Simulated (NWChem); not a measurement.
Total energies of CH₂F

```xyz
4

C     -0.6428     0.1005     0.0000
F      0.6807    -0.0533     0.0000
H     -1.1346    -0.0614     0.9634
H     -1.1346    -0.0614    -0.9634
```
Charge 0, spin multiplicity 2.

Everything below was run with NWChem. All single points use one geometry, from UB3LYP/def2-SVP, a minimum by its harmonic frequencies.

Basis set: STO-3G (12 functions).

| method | total energy (Ha) |
|---|---|
| UHF | -136.53379 |
| UMP2 | -136.58931 |
| UB2PLYP | -136.95798 |
| UPBE | -136.98407 |
| UB3LYP | -137.13129 |
| UBP86 | -137.13057 |

Total energies of different functionals aren't comparable as a measure of quality: only differences taken within one method are. 

The correlated methods keep 2 core orbitals frozen. B3LYP has NWChem's definition, with VWN1-RPA local correlation. The structure started from a generated list of species. The unpaired electrons of the parent sit in orbitals of symmetry a' (Cs labels of the run); other states weren't searched. The stability of the SCF solutions was not checked. Open-shell Hartree-Fock references start from PBE0 orbitals.
